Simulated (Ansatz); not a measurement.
```yaml
crystal:
  periodic: [false, false, false]
  atoms:
    - {symbol: F, position_ang: [0.093532, -1.290470, 1.336119]}
    - {symbol: C, position_ang: [0.206853, -0.103759, 0.751750]}
    - {symbol: C, position_ang: [-0.116263, 0.097583, -0.517752]}
    - {symbol: I, position_ang: [-0.831452, -1.430060, -1.711622]}
    - {symbol: I, position_ang: [0.104344, 1.996021, -1.318231]}
    - {symbol: H, position_ang: [0.584987, 0.666684, 1.413536]}
basis:
  gaussian: {orbitals: def2-SVPD, fitting: {mean_field: cc-pVTZ-jkfit}, point_charges: [{charge: -1.00, position_ang: [4.951, 0.108, -0.257]}]}
hamiltonian: {xc: {name: PBE0-DH}}
accuracy: high
scf: {lower_state_search: light}
output: {forces: true}
```

```sh
$ ansatz run in.yaml --threads 4 --pin off --events-out ev --progress --plain --max-ram 10444MiB
```

Task: How does Ansatz answer? (Best estimate.)

Result: The calculation gave: The program refused the input.
```
Functional definition: PBE0-DH
Error: <dir> the basis set cc-pVTZ-JKFIT has no functions for I
```
